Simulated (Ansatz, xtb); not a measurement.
# C5H7FSSi: 3 structures ranked

3 gas-phase structures of C5H7FSSi, from a drawn sample of its isomers (lower ones may exist). Each was relaxed with GFN2-xTB; where two conformers were screened, the lower at r2SCAN-D4/def2-SVP is listed:

A. `Fc1cscc1C[SiH3]`, a singlet
B. `F[SiH2]Cc1ccsc1`, a singlet
C. `Fc1ccc(C[SiH3])s1`, a singlet

Q: Estimate their order in r2SCAN-D4/def2-SVP energy at these geometries, lowest first.

A: Calculated order at r2SCAN-D4/def2-SVP: B (0.000), A (1.865), C (2.060) eV.

Energies above the lowest of each column, in eV; the last columns are at PBE-D3(BJ)/def2-SVP geometries:

```json
{"structure": "B", "GFN2-xTB": "0.000", "HF/STO-3G": "0.000", "r2SCAN-D4/def2-SVP": "0.000", "PBE-D3(BJ)/def2-SVP": "0.000", "CCSD(T)/def2-SVP + ΔMP2/def2-TZVPP": "0.000"}
{"structure": "A", "GFN2-xTB": "1.768", "HF/STO-3G": "0.544", "r2SCAN-D4/def2-SVP": "1.865", "PBE-D3(BJ)/def2-SVP": "1.786", "CCSD(T)/def2-SVP + ΔMP2/def2-TZVPP": "2.262"}
{"structure": "C", "GFN2-xTB": "1.878", "HF/STO-3G": "0.529", "r2SCAN-D4/def2-SVP": "2.060", "PBE-D3(BJ)/def2-SVP": "1.950", "CCSD(T)/def2-SVP + ΔMP2/def2-TZVPP": "2.477"}
```

Every level run on B puts it lowest or level with the lowest. Flexible structures stand in one conformer each, not always the lowest. The ΔMP2 step shifts differences by up to 0.279 eV, which makes them less sure. ΔMP2 is the change of the MP2 energy from the smaller to the larger basis.

Programs: Ansatz 0.2.0, xtb 6.7.1.
